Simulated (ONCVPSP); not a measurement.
# Mn: variants of one ONCV potential

Base potential:

manganese, optimised norm-conserving Vanderbilt (ONCV), made with ONCVPSP 4.0.1 (Wu-Cohen, scalar-relativistic). Core [Ne], reference 3s2 3p6 3d5 4s1.5 4p0.5. Waves: 3s+4s: rc 1.60 bohr, ncon 4, nbas 9, qcut 8.4 1/bohr, 2 projectors; 3p+4p: rc 1.30 bohr, ncon 4, nbas 8, qcut 12.5 1/bohr, 3 projectors, debl 0.8 Ha; 3d: rc 2.00 bohr, ncon 3, nbas 8, qcut 8.5 1/bohr, 2 projectors, debl 0.4 Ha. Local part: polynomial inside 1.25 bohr (lpopt 5, dvloc0 6 Ha). Core correction: Teter function, fcfact 3.75, rcfact 1.2.

All-electron outer shells of the reference configuration (Wu-Cohen, scalar-relativistic, ld1.x):

| shell | level (eV) | outermost node (bohr) | outermost maximum (bohr) |
| --- | --- | --- | --- |
| 2s | -744.33 | 0.08 | 0.23 |
| 2p | -631.01 | – | 0.19 |
| 3s | -86.52 | 0.34 | 0.74 |
| 3p | -55.36 | 0.31 | 0.75 |
| 3d | -7.61 | – | 0.76 |
| 4s | -5.66 | 1.05 | 2.47 |
| 4p | -1.74 | 1.16 | 3.30 |

Cutoffs, loose and tight: the cutoffs (Ha) at which the residual kinetic energy of the hardest occupied pseudo-wave falls to 1 and 0.1 mHa per electron. They do not see the model core or the augmentation charge, which bear on the density cutoff. Test errors are all-electron minus pseudo excitation energies from the reference, over the configurations 3s2 3p6 3d5 4s2 4p0; 3s2 3p6 3d5 4s1 4p0; 3s2 3p6 3d5 4s0 4p0; 3s1 3p6 3d5 4s2 4p0. A dash means not determined; rows that change the core or the reference have their own tests.

A true bound ghost makes a file unfit for plane-wave use even where its test errors are small: the radial tests pick states by their node count and pass the ghost by.

```tsv
change	outcome	cutoff, loose	cutoff, tight	bound ghosts	GHOST(+) flags above zero	largest test error (meV)
base	generated	31 Ha	38 Ha	none	none	-659
core correction polynomial model core, fcfact 0.4	generated	31 Ha	38 Ha	none	none	-675
s: qcut 11.6	generated	33 Ha	41 Ha	none	none	-487
core [Ar], valence charge 7; reference 3d5 4s2; waves now 4s: rc 2.15 bohr, ncon 3, nbas 7, qcut 3.3 1/bohr, 2 projectors, debl 2 Ha; p scattering state at 0.4 Ha: rc 2.25 bohr, ncon 3, nbas 8, qcut 2.9 1/bohr, 2 projectors, debl 2.1 Ha; 3d: rc 1.00 bohr, ncon 4, nbas 9, qcut 11.3 1/bohr, 2 projectors, debl 2.8 Ha; local potential polynomial inside 0.70 bohr (lpopt 3, dvloc0 3 Ha)	generated, projector energies reset by the program	79 Ha	289 Ha	s	p	-241
p: nbas 7	generated	31 Ha	38 Ha	none	none	-659
s: ncon 3, nbas 8	generated	31 Ha	38 Ha	none	none	-675
reference 3s2 3p6 3d5 4s2; wave 3p+4p: rc 1.30 bohr, ncon 4, nbas 8, qcut 12.5 1/bohr, 3 projectors, debl 0.8 Ha becomes 3p: rc 1.30 bohr, ncon 4, nbas 8, qcut 12.5 1/bohr, 3 projectors, debl 0.8 Ha	generated, projector energies reset by the program	31 Ha	38 Ha	none	none	+107
all radii but the core radius scaled by about 1.14 (s 1.84, p 1.48, d 2.28 bohr); local potential polynomial inside 1.44 bohr (lpopt 5, dvloc0 6 Ha)	generated	31 Ha	37 Ha	none	none	-865
core correction Teter function, fcfact 3.75, rcfact 1.78	generated	31 Ha	38 Ha	none	none	-675
```

Q: What comes out with this change to the base: s: qcut 11.8; p: qcut 17.5; d: qcut 11.9?

A: outcome: failed: ERROR pspot: first pseudo wave function has node, program will stop. Cause: the optimised pseudo-wave of the first projector has a node, so the radial equation cannot be inverted for a potential.

Q: What comes out with this change to the base: s: rc 1.36?

A: outcome: generated; cutoff, loose: 31 Ha; cutoff, tight: 38 Ha; bound ghosts: none; GHOST(+) flags above zero: none; largest test error (meV): -533.
